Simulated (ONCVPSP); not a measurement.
# Al: variants of one ONCV potential

Base potential:

- Element: aluminium (Al)
- Generator: ONCVPSP 4.0.1
- Type: optimised norm-conserving Vanderbilt (ONCV)
- Functional: PBE
- Relativity: scalar-relativistic
- Frozen core: [Ne]
- Valence charge: 3
- Reference configuration: 3s2 3p0.5 (charge +0.5)
- Partial waves: 3s: rc 2.15 bohr, ncon 4, nbas 8, qcut 3.1 1/bohr, 1 projector; 3p: rc 2.50 bohr, ncon 3, nbas 6, qcut 2.9 1/bohr, 2 projectors, debl 2.2 Ha
- Local potential: polynomial inside 1.85 bohr (lpopt 4, dvloc0 0 Ha)
- Core correction: none

All-electron outer shells of the reference configuration (PBE, scalar-relativistic, ld1.x):

```json
{"shell": "2s", "level (eV)": "-112.00", "outermost node (bohr)": "0.16", "outermost maximum (bohr)": "0.50"}
{"shell": "2p", "level (eV)": "-73.49", "outermost node (bohr)": "–", "outermost maximum (bohr)": "0.43"}
{"shell": "3s", "level (eV)": "-11.09", "outermost node (bohr)": "0.80", "outermost maximum (bohr)": "2.06"}
{"shell": "3p", "level (eV)": "-5.70", "outermost node (bohr)": "0.81", "outermost maximum (bohr)": "2.52"}
```

Cutoffs, loose and tight: the cutoffs (Ha) at which the residual kinetic energy of the hardest occupied pseudo-wave falls to 1 and 0.1 mHa per electron. They do not see the model core or the augmentation charge, which bear on the density cutoff. Test errors are all-electron minus pseudo excitation energies from the reference, over the configurations 3s2 3p1; 3s2 3p0; 3s1 3p0; 3s1 3p1. A dash means not determined; rows that change the core or the reference have their own tests.

```tsv
change	outcome	cutoff, loose	cutoff, tight	bound ghosts	GHOST(+) flags above zero	largest test error (meV)
base	generated	5.1 Ha	29 Ha	none	none	+24
reference 3s2 3p1	generated	5.0 Ha	28 Ha	none	none	+29
s: qcut 2.5	generated	15 Ha	35 Ha	none	none	+22
p: nbas 8	generated	5.1 Ha	29 Ha	none	none	+24
s: rc 2.16	generated	5.1 Ha	29 Ha	none	none	+24
p: rc 2.38	generated	5.1 Ha	29 Ha	none	none	+24
```
